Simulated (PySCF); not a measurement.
## Diatomics of H with the 3d metals

CCSD(T) with triple-zeta basis sets in PySCF, for the lowest determinant that a PBE0 search found; no spin–orbit coupling. De refers to high-spin ground-configuration atoms.

```json
{"M": "Sc", "basis": "def2-TZVPP", "reference, frozen orbitals": "UHF, 5", "state (unpaired electrons)": "triplet (σ ↑, δ ↑)", "Re (Å)": "1.881", "ωe (cm⁻¹)": "1459", "De (eV)": "2.07"}
{"M": "Ti", "basis": "def2-TZVPP", "reference, frozen orbitals": "UHF, 5", "state (unpaired electrons)": "quartet (σ ↑, π ↑, δ ↑)", "Re (Å)": "1.768", "ωe (cm⁻¹)": "1570", "De (eV)": "2.11"}
{"M": "V", "basis": "x2c-TZVPPall", "reference, frozen orbitals": "UHF, 5", "state (unpaired electrons)": "quintet (σ ↑, π ↑↑, δ ↑)", "Re (Å)": "1.681", "ωe (cm⁻¹)": "1669", "De (eV)": "2.40"}
{"M": "Cr", "basis": "x2c-TZVPPall", "reference, frozen orbitals": "UHF, 5", "state (unpaired electrons)": "sextet (σ ↑, π ↑↑, δ ↑↑)", "Re (Å)": "1.630", "ωe (cm⁻¹)": "1750", "De (eV)": "2.23"}
{"M": "Mn", "basis": "def2-TZVPP", "reference, frozen orbitals": "UHF, 5", "state (unpaired electrons)": "septet (σ ↑↑, π ↑↑, δ ↑↑)", "Re (Å)": "1.730", "ωe (cm⁻¹)": "1544", "De (eV)": "1.65"}
{"M": "Fe", "basis": "def2-TZVPP", "reference, frozen orbitals": "ROHF, 5", "state (unpaired electrons)": "quartet (π ↑↑, δ ↑)", "Re (Å)": "1.540", "ωe (cm⁻¹)": "1923", "De (eV)": "1.84"}
{"M": "Co", "basis": "def2-TZVPP", "reference, frozen orbitals": "ROHF, 5", "state (unpaired electrons)": "triplet (π ↑, δ ↑)", "Re (Å)": "1.509", "ωe (cm⁻¹)": "1849", "De (eV)": "2.25"}
{"M": "Ni", "basis": "def2-TZVPP", "reference, frozen orbitals": "ROHF, 5", "state (unpaired electrons)": "doublet (δ ↑)", "Re (Å)": "1.452", "ωe (cm⁻¹)": "1969", "De (eV)": "2.96"}
{"M": "Cu", "basis": "def2-TZVPP", "reference, frozen orbitals": "RHF, 5", "state (unpaired electrons)": "singlet (closed shell)", "Re (Å)": "1.467", "ωe (cm⁻¹)": "1870", "De (eV)": "2.69"}
{"M": "Zn", "basis": "x2c-TZVPPall", "reference, frozen orbitals": "UHF, 5", "state (unpaired electrons)": "doublet (σ ↑)", "Re (Å)": "1.586", "ωe (cm⁻¹)": "1597", "De (eV)": "0.92"}
```

Task: By what factor does the harmonic wavenumber vary along the series?

Result: At CCSD(T) it runs from 1459 cm⁻¹ (ScH) to 1969 cm⁻¹ (NiH), a factor of 1.35.

The rows differ in basis set, which adds steps of its own.

The state changes along the series, so neighbouring rows are not always alike in their bonding.

Correlated steps freeze 5 core orbitals. UHF and ROHF references stand side by side, which adds small steps between rows. Where the molecule has an RHF reference, its open-shell atoms are computed with UHF. The CCSD T1 diagnostic is raised in CoH, CrH, CuH, FeH, NiH, TiH, a sign that a single reference may not be enough there. States were picked by a PBE0 search and need not be the measured ground states.
